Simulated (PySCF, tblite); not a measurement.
C6H5FO2.
Z-matrix (Å and degrees, GFN2-xTB geometry), rows numbered from 1:
```
C 
C   1  1.4812
C   2  1.4113  1  127.65
C   3  1.3669  2  106.38  1   179.32
O   4  1.3277  3  111.31  2     0.05
C   5  1.3574  4  107.07  3    -0.08
C   6  1.4385  2  129.08  1     1.63
O   7  1.1889  6  128.80  2    -1.27
F   7  1.3655  6  111.75  2   178.40
H   1  1.0866  2  110.40  3   149.66
H   1  1.0899  2  109.78  3   -91.83
H   1  1.0869  2  110.46  3    27.60
H   3  1.0703  2  126.70  1    -0.88
H   4  1.0731  3  131.37  2  -179.95
```

Computed with wB97X-D/def2-SVPD in PySCF (dipole) on a GFN2-xTB geometry, gas phase.

Masses are those of the commonest isotopes; rigid-rotor values at the optimised geometry. The values belong to one conformer with, in the numbering `[CH3:1][c:2]1[cH:3][cH:4][o:5][c:6]1[C:7](=[O:8])[F:9]`, O5–C6–C7–O8 180°.

(1) Give the principal moments of inertia and the rotational constants in GHz.

(2) Classify the top.

(3) What does the inertial defect say?

(4) Give the coordinates in the principal-axis frame, origin at the centre of mass.

(5) Where do the levels up to J = 3 lie, in K?

(6) Which types of transition are allowed, and where do some lines up to J = 4 fall?

## Answers

(1) Ia = 190.47, Ib = 322.06, Ic = 509.42 u·Å²; 505379 MHz·u·Å²/I gives 2653, 1569 and 992.1 MHz, that is A = 2.6533, B = 1.5692, C = 0.9921 GHz.

(2) An asymmetric top: κ = (2 × 1569 − 2653 − 992.1)/(2653 − 992.1) = -0.31.

(3) Not planar: Δ = Ic − Ia − Ib = -3.12 u·Å². For a rigid frame Δ = −2 Σ m c², so Σ m c² = 1.56 u·Å² lies off the ab plane: 1.55 from hydrogen and 0.01 from heavier atoms. The atom farthest from that plane is 1.03 Å away.

(4) The sense of each axis is arbitrary; atoms in the order of the calculation.
```csv
atom,mass (u),a (Å),b (Å),c (Å)
C1,12.000,1.006,-2.214,0.000
C2,12.000,1.071,-0.734,0.006
C3,12.000,2.225,0.078,0.012
C4,12.000,1.786,1.372,-0.001
O5,15.995,0.460,1.431,-0.013
C6,12.000,0.004,0.153,-0.010
C7,12.000,-1.407,-0.126,-0.003
O8,15.995,-1.959,-1.179,-0.003
F9,18.998,-2.150,1.020,0.011
H10,1.008,0.110,-2.556,0.511
H11,1.008,0.960,-2.578,-1.026
H12,1.008,1.890,-2.635,0.473
H13,1.008,3.242,-0.256,0.026
H14,1.008,2.321,2.303,-0.002
```

(5) Above 0(0,0), as E/k:
J = 1: 1(0,1) 0.123, 1(1,1) 0.175, 1(1,0) 0.203
J = 2: 2(0,2) 0.360, 2(1,2) 0.393, 2(1,1) 0.476, 2(2,1) 0.632, 2(2,0) 0.641
J = 3: 3(0,3) 0.699, 3(1,3) 0.716, 3(1,2) 0.880, 3(2,2) 1.001, 3(2,1) 1.039, 3(3,1) 1.335, 3(3,0) 1.337

(6) The dipole components are |μa| = 4.66 D, |μb| = 0.09 D, |μc| = 0.04 D. Intensities carry the squares of the components, which stand as 1.00 : 0.00 : 0.00 (a : b : c). Some lines, for components of 0.1 D or more:

| type | branch | J(Ka,Kc) | MHz | lower level (cm⁻¹) |
| --- | --- | --- | --- | --- |
| a | Q | 1(1,0) ← 1(1,1) | 577 | 0.122 |
| a | Q | 3(2,1) ← 3(2,2) | 795 | 0.696 |
| a | Q | 2(1,1) ← 2(1,2) | 1731 | 0.273 |
| a | Q | 3(1,2) ← 3(1,3) | 3427 | 0.497 |
| a | R | 2(0,2) ← 1(0,1) | 4946 | 0.085 |
| a | Q | 4(1,3) ← 4(1,4) | 5537 | 0.792 |
| a | R | 2(1,1) ← 1(1,0) | 5700 | 0.141 |
| a | R | 3(1,3) ← 2(1,2) | 6721 | 0.273 |
| a | R | 3(2,1) ← 2(2,0) | 8302 | 0.445 |
| a | R | 4(1,4) ← 3(1,3) | 8820 | 0.497 |
| a | R | 4(0,4) ← 3(0,3) | 9019 | 0.486 |
| a | R | 4(2,3) ← 3(2,2) | 10105 | 0.696 |
| a | R | 4(3,1) ← 3(3,0) | 10715 | 0.929 |
| a | R | 4(1,3) ← 3(1,2) | 10929 | 0.612 |
| a | R | 4(2,2) ← 3(2,1) | 11325 | 0.722 |

Its lowest GFN2-xTB frequency is 12i cm⁻¹, too small to tell a flat minimum from a shallow saddle. No vibrational averaging or centrifugal distortion is included, and the geometry carries the error of its method. A rigid rotor knows nothing of internal rotation, which can split or shift real lines.
